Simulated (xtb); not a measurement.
AlCl3, singlet, at a GFN2-xTB geometry (such geometries of metal compounds can be far from the true shape).

The xtb input:
```
$ xtb mol.xyz --gfn 0 --json

# file mol.xyz
4

Al     0.00007163    -0.00003268    -0.01168397
Cl     0.01172470     2.02980854    -0.00262734
Cl     1.75194248    -1.02503148     0.01658624
Cl    -1.76372195    -1.00475207    -0.00502410
```

### Question
What is the computed partial charges in atom order (xtb with GFN0-xTB)?

### Answer
Al1 0.40, Cl2 -0.13, Cl3 -0.13, Cl4 -0.13

### Question
Estimate the HOMO-LUMO gap that GFN0-xTB returns for this input.

### Answer
5.82 eV

### Question
What total energy does GFN0-xTB give?

### Answer
-14.2824 Eh
